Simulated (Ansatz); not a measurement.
Cl2F2H2Si2, SMILES `F[SiH2][Si](F)(Cl)Cl` at its PBE0-D4/def2-TZVP geometry, where that method's forces vanish. The species carries charge 0 and has multiplicity 1.

```tsv
atom	x (Å)	y (Å)	z (Å)
F1	-1.636	-1.087	1.121
Si2	-0.474	0.012	1.142
Si3	0.501	0.074	-0.989
F4	1.662	1.160	-1.000
Cl5	1.330	-1.716	-1.485
Cl6	-0.849	0.605	-2.415
H7	-1.069	1.330	1.471
H8	0.535	-0.378	2.155
```

Question: For each bond, give half the difference of the two atoms' forces along it (eV/Å; positive pushes the atoms apart) under PBE-D4, r2SCAN-D4, B3LYP-D4, ωB97M-V in def2-TZVPP. (Best estimate.)

Answer: Computed: 
| bond | length (Å) | PBE-D4 | r2SCAN-D4 | B3LYP-D4 | ωB97M-V |
| --- | --- | --- | --- | --- | --- |
| F1–Si2 | 1.600 | 0.55 | 0.06 | 0.22 | 0.22 |
| Si2–Si3 | 2.345 | -0.28 | -0.07 | -0.07 | -0.13 |
| Si2–H7 | 1.483 | 0.04 | -0.02 | -0.12 | -0.15 |
| Si2–H8 | 1.483 | 0.04 | -0.02 | -0.12 | -0.15 |
| Si3–F4 | 1.589 | 0.56 | 0.05 | 0.16 | 0.15 |
| Si3–Cl5 | 2.034 | 0.17 | 0.07 | 0.16 | 0.04 |
| Si3–Cl6 | 2.034 | 0.17 | 0.07 | 0.16 | 0.04 |

B3LYP here is the variant with VWN-RPA as its local correlation; programs differ in this.
